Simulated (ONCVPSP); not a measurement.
## Al, ONCV: configuration errors across variants

ONCVPSP 4.0.1 input, shortened (lines: element, Z, core and valence counts, functional; n l f; lmax; l rc ep ncon nbas qcut; lloc lpopt rc5 dvloc0; l nproj debl; icmod fcfact rcfact), PBEsol, scalar-relativistic:

```
  Al 13.00    3    2  -116133      upf
    1    0    2.00
    2    0    2.00
    2    1    6.00
    3    0    2.00
    3    1    1.00
    1
    0    1.95    0.00    4    9    3.10
    1    2.95    0.00    4    9    2.80
    0    5    1.95    0.00
    0    0    3.00
    1    1    1.00
    3    3.50    1.45
```

All-electron excitation energies from the reference (eV): (1) 3s2 3p0 5.736; (2) 3s1 3p0 24.907; (3) 3s2 3p0.5 2.074; (4) 3s1 3p1 11.527.

1 further variants failed, have other tests or another functional or relativity, and are left out.

Errors AE − PS in meV (a dash: test not solved or not reliable):

```tsv
change	(1)	(2)	(3)	(4)	bound ghosts	GHOST(+) flags above zero
base	+1.0	-29	+0.4	-3.0	none	none
s: qcut 4.3; p: qcut 3.9	+0.9	-27	+0.3	-3.3	none	none
core correction Teter function fitted to the true core (icmod 2), fcfact 0.35	+0.2	+16	+0.1	+9.1	none	none
p: ncon 3, nbas 8	+0.9	-30	+0.4	-2.6	none	none
s: qcut 2.2	+2.1	-28	+0.6	-3.6	none	none
core correction Teter function, fcfact 7.8, rcfact 1.45	+4.4	-40	+1.1	-6.4	none	none
p: rc 3.9	+1.6	-28	+0.5	-3.6	none	none
s: qcut 4.4	+0.4	-30	+0.3	-2.0	none	none
all radii but the core radius scaled by about 1.09 (s 2.12, p 3.20 bohr)	+1.2	-30	+0.5	-3.1	none	none
p: nbas 7	+1.2	-29	+0.4	-3.4	none	none
```

Q: Give the same row for: p: rc 3.4.

A: +0.6, -31, +0.4, -2.3; bound ghosts: none; GHOST(+) flags above zero: none.
